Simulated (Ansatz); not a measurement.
TaO2⁻, relaxed as a singlet with RKS PBE-D4/def2-TZVPD in Ansatz, starting from the GFN1-xTB geometry. Force threshold 0.02 eV/Å.

In the def2 sets Ta takes a core potential; there is no spin–orbit coupling. The structure holds one bond between oxygen atoms, so isomers without such links may lie far lower. The restricted singlet is unstable towards broken spin symmetry at other levels; at PBE-D4/def2-TZVPD this wasn't settled. The highest occupied level of the charge -1 singlet lies above zero (up to 1.90 eV). The electron is either unbound and held by the finite basis, or the level is raised by self-interaction error. An occupied level lies above an empty one. Another isomer (singlet) lies 7.97 eV lower at PBE0-D4/def2-TZVPD; other spin states weren't run for this one.

Start:

```csv
atom,x (Å),y (Å),z (Å)
Ta1,-1.402,0.198,-0.688
O2,0.139,-0.022,0.066
O3,1.262,-0.176,0.622
```

```
step  energy (eV)  largest force component (eV/Å)  SCF passes
   1   -5639.5730                           2.326          40
   2   -5639.7573                           0.984          30
   3   -5639.7881                           0.228          22
   4   -5639.7898                           0.034          25
   5   -5639.7899                           0.002          25
```

Force components are those of the run's own axes.

End:

Cartesian coordinates in Å:
```
Ta -1.462 0.206 -0.719
O 0.133 -0.018 0.066
O 1.329 -0.187 0.653
```

By distances, no bond broke or formed. The bond that changes most is O2–O3, from 1.26 to 1.34 Å (atoms count from 1).

No frequencies were taken in this run, so the end may be a saddle point.

It took 4.3 s on 2 threads of Arm Neoverse V2 on a shared host.
